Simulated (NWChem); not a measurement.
System: C₃HF₃O; SMILES FC1=COC1(F)F

Input file for NWChem:

```
start job
memory heap 200 mb stack 900 mb global 1100 mb
geometry units angstroms noautoz
  F     -0.891309    -1.944074     0.000000
  C     -0.017558    -0.953892     0.000000
  C      1.316872    -0.788080     0.000000
  O      1.305954     0.634180     0.000000
  C     -0.140921     0.567526     0.000000
  F     -0.656499     1.160391    -1.085117
  F     -0.656499     1.160391     1.085117
  H      2.258864    -1.347945     0.000000
end
basis spherical
  F library pcseg-2
  C library pcseg-2
  O library pcseg-2
  H library pcseg-2
end
dft
  xc hfexch
  iterations 150
  semidirect filesize 400000000
  mulliken
end
task dft energy
```

Output (shortened):

```
             Northwest Computational Chemistry Package (NWChem) 7.3.0
             --------------------------------------------------------

 CS  symmetry detected

                             Geometry "geometry" -> ""
                             -------------------------

 Output coordinates in angstroms (scale by  1.889725989 to convert to a.u.)

  No.       Tag          Charge          X              Y              Z
 ---- ---------------- ---------- -------------- -------------- --------------
    1 F                    9.0000    -0.85893887    -1.95833330     0.00000000
    2 C                    6.0000     0.00000390    -0.95527870     0.00000000
    3 C                    6.0000     1.33182302    -0.76965849     0.00000000
    4 O                    8.0000     1.29977476     0.65228230     0.00000000
    5 C                    6.0000    -0.14595020     0.56413848     0.00000000
    6 F                    9.0000    -0.67027988     1.14927775    -1.08511700
    7 F                    9.0000    -0.67027988     1.14927775     1.08511700
    8 H                    1.0000     2.28202933    -1.31546589     0.00000000

 Effective nuclear repulsion energy (a.u.)     314.1612440750

      Symmetry information
      --------------------

 Group name             Cs
 Group number              2
 Group order               2
 No. of unique centers     7

  xc_inp: hfexch multiplicative factor not found.

                                 NWChem DFT Module
                                 -----------------

 Summary of "ao basis" -> "ao basis" (spherical)
 ------------------------------------------------------------------------------
       Tag                 Description            Shells   Functions and Types
 ---------------- ------------------------------  ------  ---------------------
 F                          pcseg-2                 10       30   4s3p2d1f
 C                          pcseg-2                 10       30   4s3p2d1f
 O                          pcseg-2                 10       30   4s3p2d1f
 H                          pcseg-2                  6       14   3s2p1d

      Symmetry analysis of basis
      --------------------------

        a'        140
        a"         84

            General Information
            -------------------
          SCF calculation type: DFT
          Wavefunction type:  closed shell.
          No. of atoms     :     8
          No. of electrons :    54
           Alpha electrons :    27
            Beta electrons :    27
          Charge           :     0
          Spin multiplicity:     1
          Use of symmetry is: on ; symmetry adaption is: on
          Maximum number of iterations: 150
          AO basis - number of functions:   224
                     number of shells:    76
          Convergence on energy requested:  1.00D-06
          Convergence on density requested:  1.00D-05
          Convergence on gradient requested:  5.00D-04

              XC Information
              --------------
                     Hartree-Fock (Exact) Exchange  1.000

      Superposition of Atomic Density Guess
      -------------------------------------

 Sum of atomic energies:        -486.52247858

      Non-variational initial energy
      ------------------------------

 Total energy =    -489.297087
 1-e energy   =   -1298.265612
 2-e energy   =     494.807281
 HOMO         =      -0.236765
 LUMO         =       0.041376

      Symmetry analysis of molecular orbitals - initial
      -------------------------------------------------

  Numbering of irreducible representations:

     1 a'          2 a"

  Orbital symmetries:

     1 a'          2 a'          3 a"          4 a'          5 a'
     6 a'          7 a'          8 a'          9 a'         10 a"
    11 a'         12 a'         13 a'         14 a'         15 a'
    16 a"         17 a'         18 a"         19 a'         20 a'
    21 a"         22 a"         23 a'         24 a"         25 a'
    26 a'         27 a"         28 a"         29 a'         30 a'
    31 a'         32 a'         33 a'         34 a"         35 a'
    36 a'         37 a"

------------------------------------------------------------
EAF file 0: "./job.aoints.0" size=667418624 bytes
------------------------------------------------------------
               write      read    awrite     aread      wait
               -----      ----    ------     -----      ----
     calls:     1273         0         0         0         0
   data(b): 6.67e+08  0.00e+00  0.00e+00  0.00e+00
   time(s): 0.00e+00  0.00e+00  0.00e+00  0.00e+00  0.00e+00
rate(mb/s): 0.00e+00  0.00e+00
------------------------------------------------------------

     ---------------------------------------------
      Total Density - Mulliken Population Analysis
     ---------------------------------------------

    Atom       Charge   Shell Charges
 -----------   ------   -------------------------------------------------------
    1 F    9     9.37   2.00  0.64  0.95  0.31  2.40  2.41  0.64  0.00  0.01  0.00
    2 C    6     5.80   2.00  0.56  0.44  0.20  1.10  1.21  0.16  0.02  0.11  0.01
    3 C    6     5.70   2.00  0.58  0.44  0.11  1.13  1.15  0.20  0.01  0.07  0.01
    4 O    8     8.71   2.00  0.63  0.90  0.30  2.04  2.27  0.53  0.00  0.03  0.00
    5 C    6     4.64   2.00  0.50  0.40 -0.02  0.78  0.75  0.03  0.02  0.17  0.01
    6 F    9     9.45   2.00  0.65  0.95  0.32  2.43  2.42  0.67  0.00  0.01  0.00
    7 F    9     9.45   2.00  0.65  0.95  0.32  2.43  2.42  0.67  0.00  0.01  0.00
    8 H    1     0.89   0.38  0.43  0.04  0.01  0.03  0.00

   convergence    iter        energy       DeltaE   RMS-Dens  Diis-err
 ---------------- ----- ----------------- --------- --------- ---------
 d= 0,ls=0.0,diis     1   -487.2810457719 -8.01D+02  3.56D-03  1.55D+00
 d= 0,ls=0.0,diis     2   -487.3961921268 -1.15D-01  1.41D-03  6.14D-01
 d= 0,ls=0.0,diis     3   -487.4463968570 -5.02D-02  4.00D-04  1.37D-02
 d= 0,ls=0.0,diis     4   -487.4484693566 -2.07D-03  1.40D-04  1.27D-03
 d= 0,ls=0.0,diis     5   -487.4486727295 -2.03D-04  4.09D-05  1.03D-04
  Resetting Diis
 d= 0,ls=0.0,diis     6   -487.4486910203 -1.83D-05  1.67D-05  1.69D-05
 d= 0,ls=0.0,diis     7   -487.4486938790 -2.86D-06  3.42D-06  1.30D-06
 d= 0,ls=0.0,diis     8   -487.4486941122 -2.33D-07  1.47D-06  3.79D-07

         Total DFT energy =     -487.448694112248
      One electron energy =    -1299.142231372915
           Coulomb energy =      551.883280231793
    Exchange-Corr. energy =      -54.350987046118
 Nuclear repulsion energy =      314.161244074993

 Numeric. integr. density =        0.000000000000

                  Occupations of the irreducible representations
                  ----------------------------------------------

                     irrep           alpha         beta
                     --------     --------     --------
                     a'               19.0         19.0
                     a"                8.0          8.0

                       DFT Final Molecular Orbital Analysis
                       ------------------------------------

 Vector   25  Occ=2.000000D+00  E=-6.003821D-01  Symmetry=a'
              MO Center=  7.9D-01, -2.6D-02, -2.6D-14, r^2= 2.7D+00
   Bfn.  Coefficient  Atom+Function         Bfn.  Coefficient  Atom+Function
  ----- ------------  ---------------      ----- ------------  ---------------
    95      0.259727  4 O  px                98      0.254911  4 O  px
    65     -0.206007  3 C  px                35      0.157656  2 C  px
     5     -0.152258  1 F  px                68     -0.145941  3 C  px
   125     -0.145909  5 C  px               212     -0.142295  8 H  s
     8     -0.137131  1 F  px               155      0.126083  6 F  px

 Vector   26  Occ=2.000000D+00  E=-5.501800D-01  Symmetry=a'
              MO Center=  9.4D-02,  2.6D-02, -1.3D-15, r^2= 2.6D+00
   Bfn.  Coefficient  Atom+Function         Bfn.  Coefficient  Atom+Function
  ----- ------------  ---------------      ----- ------------  ---------------
   126      0.211622  5 C  py                36     -0.189785  2 C  py
    95     -0.187082  4 O  px                98     -0.179139  4 O  px
   129      0.176768  5 C  py                 6      0.171986  1 F  py
    39     -0.170180  2 C  py               156     -0.168389  6 F  py
   186     -0.168389  7 F  py                 9      0.155011  1 F  py

 Vector   27  Occ=2.000000D+00  E=-3.920737D-01  Symmetry=a"
              MO Center=  6.4D-01, -6.3D-01,  1.1D-15, r^2= 1.9D+00
   Bfn.  Coefficient  Atom+Function         Bfn.  Coefficient  Atom+Function
  ----- ------------  ---------------      ----- ------------  ---------------
    40      0.321294  2 C  pz                37      0.288174  2 C  pz
    70      0.258701  3 C  pz                97     -0.249193  4 O  pz
    67      0.242545  3 C  pz               100     -0.241338  4 O  pz
   103     -0.176743  4 O  pz                 7     -0.153096  1 F  pz
    10     -0.137315  1 F  pz                13     -0.125197  1 F  pz

 Vector   28  Occ=0.000000D+00  E= 9.707522D-02  Symmetry=a'
              MO Center=  2.9D+00, -1.9D+00, -7.3D-14, r^2= 4.5D+00
   Bfn.  Coefficient  Atom+Function         Bfn.  Coefficient  Atom+Function
  ----- ------------  ---------------      ----- ------------  ---------------
   213      4.029099  8 H  s                 71     -2.554466  3 C  px
    34     -2.516267  2 C  s                 72      1.209230  3 C  py
    42     -0.746046  2 C  py                41     -0.527022  2 C  px
    64     -0.521124  3 C  s                 94     -0.336256  4 O  s
   131     -0.314162  5 C  px               212     -0.293694  8 H  s

 Vector   29  Occ=0.000000D+00  E= 1.102264D-01  Symmetry=a"
              MO Center=  8.6D-01, -7.5D-01,  6.4D-14, r^2= 3.3D+00
   Bfn.  Coefficient  Atom+Function         Bfn.  Coefficient  Atom+Function
  ----- ------------  ---------------      ----- ------------  ---------------
    73      0.939514  3 C  pz                43     -0.622441  2 C  pz
    40     -0.331422  2 C  pz                37     -0.261254  2 C  pz
    67      0.261524  3 C  pz               133     -0.258192  5 C  pz
    70      0.247597  3 C  pz               154     -0.221862  6 F  s
   184      0.221862  7 F  s                 13      0.179843  1 F  pz

 Vector   30  Occ=0.000000D+00  E= 1.465311D-01  Symmetry=a'
              MO Center=  2.0D-01, -1.3D+00,  4.2D-15, r^2= 6.7D+00
   Bfn.  Coefficient  Atom+Function         Bfn.  Coefficient  Atom+Function
  ----- ------------  ---------------      ----- ------------  ---------------
    34      5.535948  2 C  s                 64     -4.336878  3 C  s
    71      2.507049  3 C  px                41      2.081209  2 C  px
   124     -2.042226  5 C  s                 42      1.565624  2 C  py
     4      0.711689  1 F  s                132      0.492459  5 C  py
    63      0.462905  3 C  s                213     -0.399858  8 H  s

------------------------------------------------------------
EAF file 0: "./job.aoints.0" size=967835648 bytes
------------------------------------------------------------
               write      read    awrite     aread      wait
               -----      ----    ------     -----      ----
     calls:     1846         7         0     12915     12915
   data(b): 9.68e+08  3.67e+06  0.00e+00  6.77e+09
   time(s): 0.00e+00  0.00e+00  0.00e+00  0.00e+00  0.00e+00
rate(mb/s): 0.00e+00  0.00e+00
------------------------------------------------------------

     ---------------------------------------------
      Total Density - Mulliken Population Analysis
     ---------------------------------------------

    Atom       Charge   Shell Charges
 -----------   ------   -------------------------------------------------------
    1 F    9     9.32   2.00  0.64  0.96  0.35  2.33  2.39  0.63  0.00  0.02  0.00
    2 C    6     5.88   2.00  0.51  0.38  0.16  1.26  1.29  0.13  0.02  0.14  0.01
    3 C    6     5.67   2.00  0.54  0.38  0.10  1.23  1.19  0.12  0.02  0.09  0.01
    4 O    8     8.53   2.00  0.61  0.91  0.35  1.93  2.21  0.47  0.00  0.05  0.00
    5 C    6     4.98   2.00  0.52  0.39 -0.15  1.11  0.86 -0.03  0.03  0.23  0.02
    6 F    9     9.34   2.00  0.64  0.96  0.35  2.33  2.39  0.64  0.00  0.02  0.00
    7 F    9     9.34   2.00  0.64  0.96  0.35  2.33  2.39  0.64  0.00  0.02  0.00
    8 H    1     0.93   0.41  0.45  0.02  0.01  0.04  0.00

     -------------------------------------------
      Total Density - Lowdin Population Analysis
     -------------------------------------------

    Atom       Charge   Shell Charges
 -----------   ------   -------------------------------------------------------
    1 F    9     8.99   1.99  0.64  0.67  0.35  2.23  2.27  0.78  0.00  0.04  0.01
    2 C    6     6.06   1.97  0.36  0.30  0.14  1.14  1.26  0.36  0.03  0.45  0.06
    3 C    6     5.89   1.97  0.36  0.32  0.16  1.08  1.24  0.36  0.02  0.34  0.05
    4 O    8     8.07   1.99  0.59  0.57  0.28  1.83  2.04  0.67  0.00  0.08  0.01
    5 C    6     6.04   1.98  0.36  0.28  0.14  0.99  1.04  0.33  0.04  0.76  0.13
    6 F    9     8.99   1.99  0.65  0.68  0.35  2.23  2.28  0.77  0.00  0.03  0.01
    7 F    9     8.99   1.99  0.65  0.68  0.35  2.23  2.28  0.77  0.00  0.03  0.01
    8 H    1     0.98   0.37  0.37  0.10  0.01  0.11  0.02

     Multipole analysis of the density
     ---------------------------------

     L   x y z        total         alpha         beta         nuclear
     -   - - -        -----         -----         ----         -------
     0   0 0 0      0.000000    -27.000000    -27.000000     54.000000

     1   1 0 0      0.615543      0.307772      0.307772      0.000000
     1   0 1 0     -0.791984     -0.395992     -0.395992      0.000000
     1   0 0 1      0.000000      0.000000      0.000000      0.000000

     2   2 0 0    -25.541452    -91.727375    -91.727375    157.913298
     2   1 1 0     -3.225376      1.228069      1.228069     -5.681513
     2   1 0 1     -0.000000     -0.000000     -0.000000      0.000000
     2   0 2 0    -28.906267   -147.232559   -147.232559    265.558852
     2   0 1 1     -0.000000     -0.000000     -0.000000      0.000000
     2   0 0 2    -28.933901    -52.310626    -52.310626     75.687352
```

Level: Hartree-Fock/pcseg-2. All runs use the structure optimised with PBE-D3(BJ)/def2-SVP.
